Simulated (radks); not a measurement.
Coherent X-ray form factor from a spherical all-electron density. Calculated with a radial shooting solver on a logarithmic mesh with Libxc functionals: Dirac Kohn-Sham, PBE, spin-unpolarised, spherical densities, finite nucleus; Fermi nuclear charge, rms radius of each element as measured or else 0.836 A^(1/3) + 0.57 fm.

sin(theta)/lambda (1/angstrom),f0 (electrons)
0.05,28.801
0.1,28.224
0.15,27.324
0.2,26.176
0.25,24.860
0.3,23.447
0.4,20.544
0.5,17.763
0.6,15.259
0.8,11.333
1,8.814
1.25,7.050
1.5,6.072
2,4.771

The species is in the configuration that NIST lists as its ground one. Which atom or ion scatters so?

Answer. The selenium ion Se5+, [Ar] 3d10 4s1. Extrapolating in s^2 from the first two rows gives f0(0) = 29.0, near the electron count 29; among species with that count, the fall with angle is slower the higher Z, and the table is that of Z = 34; from so few rows the species is fixed only to a neighbour or two.
